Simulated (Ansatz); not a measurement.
The cluster Ca2O3, 5 atoms. Hardware: 4 threads of Arm Neoverse V2 on a shared host.

Correlated methods freeze 13 core orbitals; core or outer-core shells of Ca are correlated, in sets that lack core-valence functions.

(1) How many basis functions does each of these Ansatz runs have, and roughly what does it cost? PBE-QIDH/def2-TZVP, charge 0 singlet, energy, from earlier orbitals; B2PLYP/def2-TZVP, charge 0 singlet, energy, from earlier orbitals; PBE-D4/def2-TZVP, charge 0 singlet, energy and forces, from earlier orbitals; ωB97M-V/def2-TZVP, charge 0 singlet, energy, from earlier orbitals; MP2/def2-TZVP, charge 0 singlet, energy, from earlier orbitals; r2SCAN-D4/def2-TZVP, charge 0 singlet, energy, from earlier orbitals; r2SCAN-D4/def2-SVP, charge 0 singlet, relaxation, 7 steps; PBE0-D4/def2-TZVP, charge 0 singlet, energy, from earlier orbitals; PBE0-D4/def2-SVP, charge 0 singlet, energy, from earlier orbitals; CCSD(T)/def2-TZVPP, charge 0 singlet, energy, from earlier orbitals; PBE-D4/def2-SVP, charge 0 singlet, energy, from earlier orbitals.

Results:

(1) Other jobs shared the machine, so times can vary by a factor of up to 3. A dash marks memory too small to be measured apart from the calling script's.

```csv
run,functions,fitting or Cholesky vectors,wall time,peak host memory (GiB)
"PBE-D4/def2-SVP, charge 0 singlet, energy, from earlier orbitals",90,997,0.9 s,–
"PBE0-D4/def2-SVP, charge 0 singlet, energy, from earlier orbitals",90,936,1.3 s,–
"PBE-D4/def2-TZVP, charge 0 singlet, energy and forces, from earlier orbitals",165,1187,1.8 s,–
"PBE0-D4/def2-TZVP, charge 0 singlet, energy, from earlier orbitals",165,1251,2.6 s,–
"B2PLYP/def2-TZVP, charge 0 singlet, energy, from earlier orbitals",165,1386,3.3 s,–
"r2SCAN-D4/def2-TZVP, charge 0 singlet, energy, from earlier orbitals",165,1187,3.8 s,–
"PBE-QIDH/def2-TZVP, charge 0 singlet, energy, from earlier orbitals",165,1386,3.8 s,–
"MP2/def2-TZVP, charge 0 singlet, energy, from earlier orbitals",165,1386,5.5 s,–
"ωB97M-V/def2-TZVP, charge 0 singlet, energy, from earlier orbitals",165,1187,7.5 s,0.56
"r2SCAN-D4/def2-SVP, charge 0 singlet, relaxation, 7 steps",90,997,11 s,–
"CCSD(T)/def2-TZVPP, charge 0 singlet, energy, from earlier orbitals",165,1386,89 s,1.7
```
